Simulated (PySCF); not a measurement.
## Vibration and rotation of NaTl

RHF-CCSD(T) constants of NaTl, ¹Σ⁺ (singlet), closed shell (PySCF, scalar-relativistic core potentials, basis sets Na def2-SVP, Tl def2-SVP with ECP60; masses 22.9898 and 204.9744 u):

| Quantity | Value |
| --- | --- |
| ωe | 130.0 cm⁻¹ |
| ωexe | 0.503 cm⁻¹ |
| Be | 0.073354 cm⁻¹ |
| αe | 0.000409 cm⁻¹ |
| D (centrifugal) | 9.34e-08 cm⁻¹ |
| De to Na + Tl | 0.70 eV |

(1) Give the band origin of the fundamental and the first lines of its P and R branches.

(2) Near which J would the R branch turn back, without centrifugal distortion?

Correlated steps freeze 5 core orbitals. Correlated levels converge slowly with the basis: in double zeta they bind strong bonds too weakly, by up to about 1 eV, and carry superposition errors of some tenths. These are scalar-relativistic numbers at best; spin–orbit coupling would shift them, the dissociation energy most. Where the molecule has an RHF reference, its open-shell atoms are computed with UHF.

Results:

(1) ν0 = ωe − 2ωexe = 129.0 cm⁻¹, B0 = 0.073150, B1 = 0.072740 cm⁻¹.

```csv
J″,P(J″) − ν0,R(J″) − ν0
0,,0.145
1,-0.146,0.290
2,-0.293,0.434
3,-0.441,0.577
4,-0.590,0.719
5,-0.740,0.861
6,-0.890,1.001
```

(2) At J ≈ (B0 + B1)/(2(B0 − B1)) − 1 ≈ 180.
